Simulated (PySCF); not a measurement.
**Electronic structure of O(2+) (oxygen, charge +2) at the PBE0 level**

Configuration: [He] 2s2 2p2, high-spin 3P determinant. Calculation: PySCF 2.14, in x2c-TZVPall (5s3p2d1f, 31 functions); the spin-free X2C one-electron Hamiltonian (Gaussian nucleus).

- Total energy: -73.2667 hartree
- One-electron energy: -92.7074 hartree
- Hartree (Coulomb) energy: 26.8922 hartree
- Exchange-correlation energy: -7.4514 hartree
- ⟨S²⟩: 2.0019
- ⟨L²⟩: 2.004
- Sum of ⟨r⟩: 4.434 bohr
- Sum of ⟨r²⟩: 5.059 bohr²
- Traceless quadrupole moment −½Σ⟨3z² − r²⟩ along its main axis: 0.465 e·bohr²
- Langevin diamagnetic susceptibility: -4.01 ×10⁻⁶ cm³/mol
- Time after the integrals: 0.17 s of wall time on 1 thread of Neoverse-N1 (shared host)

```
shell  electrons  mean orbital energy (eV)  rms radius, mean of both spins (bohr)
 1s α          1                   -570.25                                  0.231
 1s β          1                   -568.30                                  0.231
 2s α          1                   -63.244                                   1.13
 2s β          1                   -57.584                                   1.13
 2p α          2                   -47.893                                   1.10
```
